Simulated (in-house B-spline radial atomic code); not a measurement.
**Binding energies in neutral palladium**

NIST's tabulated ground configuration is [Kr] 4d10; each binding energy is the energy of the ion with one electron taken from that subshell, relaxed, less that of the parent. Computed with a B-spline radial code for spherical atoms: Dirac-Kohn-Sham LDA VWN5, spherical fractional occupations, Fermi nucleus of rms radius 4.5318 fm. Energies include first-order Breit, QED and recoil terms.

```csv
subshell,X-ray name,binding energy (eV),-ε (eV),relaxation (eV)
1s,K,24357.3,24121.0,-300.6
2s,L1,3564.2,3521.8,-49.5
2p1/2,L2,3324.4,3268.8,-62.3
2p3/2,L3,3164,3109.6,-59.0
3s,M1,648.6,634.5,-15.3
3p1/2,M2,549.2,534.5,-15.7
3p3/2,M3,521.3,506.7,-15.2
3d3/2,M4,345.4,329.0,-16.6
3d5/2,M5,339.8,323.4,-16.4
4s,N1,91.49,85.39,-6.29
4p1/2,N2,60.37,54.44,-6.07
4p3/2,N3,55.85,49.94,-5.98
4d3/2,N4,9.68,4.58,-5.10
4d5/2,N5,9.21,4.14,-5.06
```

Relaxation = -ε minus the binding energy without Breit, QED and recoil terms. With a density functional, K lines can miss by some tenths of a per cent, more in light atoms. For a density functional the relaxation so defined is negative, because -ε of a Kohn-Sham level is smaller than the binding energy.

Emission lines follow as differences of binding energies, with λ = 12398.42 eV·Å / E:

| line | holes | energy (eV) | wavelength (Å) |
| --- | --- | --- | --- |
| K-L3 | 1s → 2p3/2 | 21193.3 | 0.58502 |
| K-L2 | 1s → 2p1/2 | 21032.9 | 0.58948 |
| K-M3 | 1s → 3p3/2 | 23836.0 | 0.52016 |
| L3-M5 | 2p3/2 → 3d5/2 | 2824.2 | 4.3901 |
| L2-M4 | 2p1/2 → 3d3/2 | 2979.0 | 4.1619 |
| L1-M3 | 2s → 3p3/2 | 3042.9 | 4.0745 |
| L3-M1 | 2p3/2 → 3s | 2515.4 | 4.929 |
| L2-N4 | 2p1/2 → 4d3/2 | 3314.7 | 3.7404 |

Q: What screening constant σ does Moseley's law, E = (3/4)·13.6057 eV·(Z - σ)², need for K-L3?

A: σ = 0.43.

Moseley's non-relativistic formula needs a falling, then negative, screening constant for heavy elements, because relativity binds the 1s electron more strongly than the formula allows.

Q: What does it cost to remove both a 2p3/2 and a 3s electron?

A: 3854.6 eV, which is 41.98 eV more than the two single binding energies together.

Q: What does it cost to remove two 4s electrons?

A: 197.55 eV, which is 14.57 eV more than the two single binding energies together.

Q: What does it cost to remove both a 4s and a 4p3/2 electron?

A: 161.49 eV, which is 14.15 eV more than the two single binding energies together.
